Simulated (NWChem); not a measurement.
System: GeF cation, singlet

Input file for NWChem:

```
start job
memory heap 200 mb stack 900 mb global 1100 mb
charge 1
geometry units angstroms noautosym nocenter noautoz
  F      0.000000     0.000000    -1.332319
  Ge     0.000000     0.000000     0.376597
end
basis spherical
  * library def2-svpd
end
dft
  xc xpbe96 cpbe96
  iterations 150
end
property
  response 1 0.0
end
task dft property
```

Parts of the log:

```
             Northwest Computational Chemistry Package (NWChem) 7.3.0
             --------------------------------------------------------

                             Geometry "geometry" -> ""
                             -------------------------

 Output coordinates in angstroms (scale by  1.889725989 to convert to a.u.)

  No.       Tag          Charge          X              Y              Z
 ---- ---------------- ---------- -------------- -------------- --------------
    1 F                    9.0000     0.00000000     0.00000000    -1.33231900
    2 Ge                  32.0000     0.00000000     0.00000000     0.37659700

 Effective nuclear repulsion energy (a.u.)      89.1811228357

  pbe96 is a nonlocal functional; adding pw91lda local functional.
                              NWChem Property Module
                              ----------------------

                                 NWChem DFT Module
                                 -----------------

 Summary of "ao basis" -> "ao basis" (spherical)
 ------------------------------------------------------------------------------
       Tag                 Description            Shells   Functions and Types
 ---------------- ------------------------------  ------  ---------------------
 F                         def2-svpd                 9       23   4s3p2d
 Ge                        def2-svpd                14       38   6s4p4d

            General Information
            -------------------
          SCF calculation type: DFT
          Wavefunction type:  closed shell.
          No. of atoms     :     2
          No. of electrons :    40
           Alpha electrons :    20
            Beta electrons :    20
          Charge           :     1
          Spin multiplicity:     1
          Use of symmetry is: off; symmetry adaption is: off
          Maximum number of iterations: 150
          AO basis - number of functions:    61
                     number of shells:    23
          Convergence on energy requested:  1.00D-06
          Convergence on density requested:  1.00D-05
          Convergence on gradient requested:  5.00D-04

              XC Information
              --------------
          PerdewBurkeErnzerhof Exchange Functional  1.000
            Perdew 1991 LDA Correlation Functional  1.000 local
           PerdewBurkeErnz. Correlation Functional  1.000 non-local

             Grid Information
             ----------------
          Grid used for XC integration:  medium
          Radial quadrature: Mura-Knowles
          Angular quadrature: Lebedev.
          Tag              B.-S. Rad. Rad. Pts. Rad. Cut. Ang. Pts.
          ---              ---------- --------- --------- ---------
          F                   0.50       49          10.0       434
          Ge                  1.25      112           9.0       590
          Grid pruning is: on
          Number of quadrature shells:   161
          Spatial weights used:  Erf1

      Superposition of Atomic Density Guess
      -------------------------------------

 Sum of atomic energies:       -2174.34088195

 Renormalizing density from      41.00 to     40

      Non-variational initial energy
      ------------------------------

 Total energy =   -2141.638471
 1-e energy   =   -3133.189384
 2-e energy   =     902.369790
 HOMO         =      -0.877379
 LUMO         =      -0.433612

   convergence    iter        energy       DeltaE   RMS-Dens  Diis-err
 ---------------- ----- ----------------- --------- --------- ---------
 d= 0,ls=0.0,diis     1  -2175.3631751591 -2.26D+03  6.14D-02  8.85D+00
 d= 0,ls=0.0,diis     2  -2171.0347713992  4.33D+00  5.40D-02  4.44D+01
 d= 0,ls=0.0,diis     3  -2175.2897237922 -4.25D+00  2.17D-02  6.62D+00
 d= 0,ls=0.0,diis     4  -2175.8197942598 -5.30D-01  5.80D-03  4.29D-02
 d= 0,ls=0.0,diis     5  -2175.8221431837 -2.35D-03  1.60D-03  2.10D-02
  Resetting Diis
 d= 0,ls=0.0,diis     6  -2175.8245466803 -2.40D-03  3.06D-04  2.75D-03
 d= 0,ls=0.0,diis     7  -2175.8247923947 -2.46D-04  5.86D-04  2.82D-04
 d= 0,ls=0.0,diis     8  -2175.8245415098  2.51D-04  4.05D-04  2.95D-03
 d= 0,ls=0.0,diis     9  -2175.8248217558 -2.80D-04  2.73D-05  2.65D-06
 d= 0,ls=0.0,diis    10  -2175.8248221533 -3.97D-07  1.47D-06  1.72D-08

         Total DFT energy =    -2175.824822153321
      One electron energy =    -3197.404113224463
           Coulomb energy =     1021.153435539920
    Exchange-Corr. energy =      -88.755267304489
 Nuclear repulsion energy =       89.181122835712

 Numeric. integr. density =       40.000002545426

                       DFT Final Molecular Orbital Analysis
                       ------------------------------------

 Vector   18  Occ=2.000000D+00  E=-6.384076D-01
              MO Center=  4.8D-10, -1.4D-09, -1.2D+00, r^2= 6.7D-01
   Bfn.  Coefficient  Atom+Function         Bfn.  Coefficient  Atom+Function
  ----- ------------  ---------------      ----- ------------  ---------------
     5      0.457609  1 F  px                 6     -0.451808  1 F  py
     8     -0.293599  1 F  px                 9      0.289877  1 F  py
    36     -0.107232  2 Ge px                37      0.105872  2 Ge py
    33      0.058408  2 Ge px                34     -0.057668  2 Ge py
    11     -0.056422  1 F  px                12      0.055707  1 F  py

 Vector   19  Occ=2.000000D+00  E=-6.384076D-01
              MO Center=  6.8D-09,  7.2D-09, -1.2D+00, r^2= 6.7D-01
   Bfn.  Coefficient  Atom+Function         Bfn.  Coefficient  Atom+Function
  ----- ------------  ---------------      ----- ------------  ---------------
     6      0.457609  1 F  py                 5      0.451808  1 F  px
     9     -0.293599  1 F  py                 8     -0.289877  1 F  px
    37     -0.107232  2 Ge py                36     -0.105872  2 Ge px
    34      0.058408  2 Ge py                33      0.057668  2 Ge px
    12     -0.056422  1 F  py                11     -0.055707  1 F  px

 Vector   20  Occ=2.000000D+00  E=-6.104565D-01
              MO Center= -2.1D-10, -7.5D-09, -7.0D-02, r^2= 2.2D+00
   Bfn.  Coefficient  Atom+Function         Bfn.  Coefficient  Atom+Function
  ----- ------------  ---------------      ----- ------------  ---------------
    27      0.642077  2 Ge s                  7      0.468474  1 F  pz
    26     -0.338798  2 Ge s                 10     -0.295846  1 F  pz
    38      0.277647  2 Ge pz                28      0.183786  2 Ge s
    35     -0.160525  2 Ge pz                41      0.109393  2 Ge pz
    44      0.076265  2 Ge d  0              25      0.069440  2 Ge s

 Vector   21  Occ=0.000000D+00  E=-4.021139D-01
              MO Center= -1.1D-08, -1.6D-09,  3.6D-01, r^2= 2.2D+00
   Bfn.  Coefficient  Atom+Function         Bfn.  Coefficient  Atom+Function
  ----- ------------  ---------------      ----- ------------  ---------------
    36      0.452948  2 Ge px                37     -0.431747  2 Ge py
    39      0.395830  2 Ge px                40     -0.377303  2 Ge py
    33     -0.219355  2 Ge px                34      0.209088  2 Ge py
     5      0.161843  1 F  px                 6     -0.154268  1 F  py
     8     -0.111937  1 F  px                 9      0.106698  1 F  py

 Vector   22  Occ=0.000000D+00  E=-4.021139D-01
              MO Center= -3.9D-08, -3.7D-08,  3.6D-01, r^2= 2.2D+00
   Bfn.  Coefficient  Atom+Function         Bfn.  Coefficient  Atom+Function
  ----- ------------  ---------------      ----- ------------  ---------------
    37      0.452948  2 Ge py                36      0.431747  2 Ge px
    40      0.395830  2 Ge py                39      0.377303  2 Ge px
    34     -0.219355  2 Ge py                33     -0.209088  2 Ge px
     6      0.161843  1 F  py                 5      0.154268  1 F  px
     9     -0.111937  1 F  py                 8     -0.106698  1 F  px

 Vector   23  Occ=0.000000D+00  E=-2.783110D-01
              MO Center= -5.4D-09,  9.6D-09,  4.1D-01, r^2= 3.0D+00
   Bfn.  Coefficient  Atom+Function         Bfn.  Coefficient  Atom+Function
  ----- ------------  ---------------      ----- ------------  ---------------
    41      0.973525  2 Ge pz                28     -0.645223  2 Ge s
     4      0.508643  1 F  s                 38      0.493906  2 Ge pz
     3      0.282194  1 F  s                  7     -0.268997  1 F  pz
    13      0.263125  1 F  pz                10      0.250359  1 F  pz
    27     -0.234758  2 Ge s                 35     -0.228575  2 Ge pz

     Multipole analysis of the density
     ---------------------------------

     L   x y z        total         alpha         beta         nuclear
     -   - - -        -----         -----         ----         -------
     0   0 0 0      1.000000    -20.000000    -20.000000     41.000000

     1   1 0 0     -0.000000     -0.000000     -0.000000      0.000000
     1   0 1 0     -0.000000     -0.000000     -0.000000      0.000000
     1   0 0 1      1.135273      0.510725      0.510725      0.113824

[...]

 DFT Linear Response polarizability / au
 Frequency  =       0.0000000 / au
              X              Y              Z
 -----------------------------------------------
 X      17.9507350     -0.0000000     -0.0000001
 Y      -0.0000000     17.9507350     -0.0000000
 Z      -0.0000001     -0.0000000     23.8347386
 -----------------------------------------------
 Eigenvalues =      17.9507350     17.9507350     23.8347386
 Isotropic   =      19.9120695
 Anisotropic =       5.8840036
 -----------------------------------------------

 Magnetic Dipole Response Matrix (nonzero elements):

 Exiting AOResponse driver routine
```

Level: PBE/def2-SVPD. Low-valent species are run as closed-shell singlets; no triplet was tried in these runs. All runs use the structure optimised with PBE-D3(BJ)/def2-SVP.
